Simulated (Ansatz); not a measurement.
Geometry optimisation, UKS BHLYP/def2-SVP in Ansatz 0.2.0.

input.yaml

```yaml
crystal:
  periodic: [false, false, false]
  atoms:
    - { symbol: Sn, position_ang: [0.0, 0.0, 0.0] }
    - { symbol: H, position_ang: [0.0, 0.0, 1.99] }
    - { symbol: H, position_ang: [1.6408, 0.0, -0.5794] }
    - { symbol: Cl, position_ang: [-1.1351, 1.9666, -0.8025] }
    - { symbol: H, position_ang: [-0.8195, -1.4198, -0.5794] }
    - { symbol: C, position_ang: [0.0, 0.0, 3.4] }
    - { symbol: H, position_ang: [-0.5653, -0.8805, 3.7705] }
    - { symbol: H, position_ang: [1.0452, -0.0494, 3.7705] }
    - { symbol: H, position_ang: [-0.4798, 0.9298, 3.7705] }
magnetization:
  spin_polarized: true
  initial_magnetization: 1
basis:
  gaussian: { orbitals: def2-SVP }
hamiltonian:
  xc: { name: BHLYP }
relax:
  f_tol: 0.15
  max_steps: 25
  restrain:
    - { distance: [1, 5], at: 1.11, k: 30.0 }
    - { distance: [0, 1], at: 2.94, k: 30.0 }
output:
  orbitals: {}
```

Run as:

```bash
$ ansatz run input.yaml --threads 4 --pin off --max-ram 5120MiB --backend cpu --events-out ev --progress --plain --runs-dir out
```

**Question.** Where does it end, and by what steps?

**Answer.** The forces met the threshold. The restraints hold the end off the free minimum; the threshold counts their pulls, which the force column leaves out. Restrained pairs: H2–C6 (1.41 → 1.10 Å), Sn1–H2 (1.99 → 2.94 Å). After 5 steps the energy has fallen by 1.209 eV (the restraints' own energy left out); H2 moved furthest, 0.59 Å.

```tsv
step	energy less start (eV)	largest force component (eV/Å)	accepted
0	0.0000	3.268	yes
1	-0.6888	2.899	yes
2	-0.7094	2.735	yes
3	-0.9964	1.143	yes
4	-1.1926	0.336	yes
5	-1.2087	0.372	yes
```

```xyz
9
Properties=species:S:1:pos:R:3
Sn 0.027 -0.045 -0.367
H -0.008 0.013 2.576
H 1.605 0.050 -1.051
Cl -1.094 1.896 -1.138
H -0.845 -1.364 -1.051
C -0.001 0.001 3.678
H -0.557 -0.870 4.027
H 1.032 -0.050 4.025
H -0.472 0.915 4.042
```

The run took 11 s on 4 threads of Arm Neoverse V2 (shared host), peak memory 0.26 GiB.
